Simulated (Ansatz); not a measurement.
Start from `CB(O)SCO` and change one atom or group to get `OBSCO`.

Ansatz, PBE0-D4/def2-TZVP geometries, multiplicity 1. Each molecule was computed in one conformer, which needn't be the lowest.

```json
{"property": "LUMO energy (ωB97M-V/def2-TZVPP) / eV", "`CB(O)SCO`": "1.91"}
{"property": "size of the dipole moment (PBE/def2-TZVPP) / D", "`CB(O)SCO`": "0.83"}
{"property": "size of the dipole moment (B3LYP/def2-TZVPP) / D", "`CB(O)SCO`": "0.88"}
{"property": "HOMO energy (B3LYP/def2-TZVPP) / eV", "`CB(O)SCO`": "-7.21"}
{"property": "LUMO energy (B3LYP/def2-TZVPP) / eV", "`CB(O)SCO`": "0.06"}
{"property": "HOMO–LUMO gap (PBE/def2-TZVPP) / eV", "`CB(O)SCO`": "5.49"}
```

(1) What does the change do to each property? (Best estimate.)

Results:

(1) Computed: 
| property | `OBSCO` | shift |
| --- | --- | --- |
| LUMO energy (ωB97M-V/def2-TZVPP) / eV | 1.82 | -0.09 |
| size of the dipole moment (PBE/def2-TZVPP) / D | 0.63 | -0.20 |
| size of the dipole moment (B3LYP/def2-TZVPP) / D | 0.70 | -0.18 |
| HOMO energy (B3LYP/def2-TZVPP) / eV | -7.19 | 0.02 |
| LUMO energy (B3LYP/def2-TZVPP) / eV | -0.30 | -0.36 |
| HOMO–LUMO gap (PBE/def2-TZVPP) / eV | 5.17 | -0.32 |

Dipoles are sizes alone; their direction can turn.

B3LYP here is the variant with VWN-RPA as its local correlation; programs differ in this.
